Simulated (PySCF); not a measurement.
# Spin states of BeGe

Unrestricted PBE0; Be pcseg-1, Ge pcseg-1; no relativity (PySCF 2.14). Outer shells of the fragments: Be 2s2; Ge 3d10 4s2 4p2.

Followed along the bond (rough minima from three points):

```tsv
2Ms+1	unpaired	⟨S²⟩ at the start	R at minimum (Å)	Te (eV)
3	π ↑↑	2.07	2.18	0.00
1	π ↑↓	1.00	2.17	0.25
3	σ ↑, π ↑	2.00	2.35	0.51
1	σ ↓, π ↑	1.01	2.35	0.60
1	none	0.00	2.17	0.94
```

Solutions found at the starting distance of 2.120 Å, counted from the lowest of them; the search is not exhaustive and high or unbound solutions are not listed, so other states can lie among these:

| 2Ms+1 | unpaired | term | E (eV) | ⟨S²⟩ | ⟨Lz²⟩ | μ (D) |
| --- | --- | --- | --- | --- | --- | --- |
| 3 | π ↑↑ | ³Σ⁻ | 0.00 | 2.07 | 0.00 | -1.98 |
| 1 | π ↑↓ | mixed | 0.25 | 1.00 | 2.01 | -2.08 |
| 3 | σ ↑, π ↑ | ³Π | 0.68 | 2.00 | 1.00 | 0.46 |
| 1 | σ ↓, π ↑ | mixed | 0.77 | 1.01 | 1.00 | 0.38 |
| 1 | none | mixed | 0.94 | 0.00 | 2.00 | -1.93 |
| 3 | σ ↑↑, π ↑↓ | mixed | 1.67 | 3.01 | 2.01 | 0.70 |
| 1 | σ ↓↓, π ↑↑ | mixed | 1.84 | 2.01 | 0.00 | 0.30 |
| 3 | σ ↑, π ↑ | ³Π | 2.14 | 2.04 | 1.02 | -2.07 |
| 1 | σ ↓, π ↑ | mixed | 2.48 | 1.10 | 1.00 | -2.12 |
| 3 | π ↑↑ | mixed | 3.10 | 2.07 | 2.01 | -0.79 |

A term symbol is given only where ⟨S²⟩ and ⟨Lz²⟩ are close to those of a pure state; real π, δ and φ orbitals otherwise mix terms. A positive dipole means Be(−)Ge(+).

Spin–orbit coupling is left out.
